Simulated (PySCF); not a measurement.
Computed Raman spectrum (relative Raman activity) of a molecule C₅H₈. Geometry optimised at B3LYP-D3(BJ)/def2-SVP. One conformer was computed; it need not be the lowest. Computed with PySCF 2.14.0 with B3LYP-D3(BJ)/def2-SVP. Harmonic, unscaled wavenumbers; measured fundamentals usually lie a few per cent lower.

ν (cm⁻¹): 484 (vw), 850 (vw), 1206 (w), 1307 (w), 1395 (w), 1449 (w), 1461 (m), 1680 (w), 1736 (vs), 3010 (s), 3068 (m), 3111 (m), 3126 (m), 3130 (w), 3135 (w), 3141 (m), 3235 (m) (against the strongest line: vs over 80 %, s over 45 %, m over 15 %, w over 4 %, vw less)

Problem. Identify the compound among the candidates.
(A) C1=CCCC1
(B) C=C/C=C/C
(C) C=C=CCC
(D) CC=C=CC

Solution. B, C=C/C=C/C
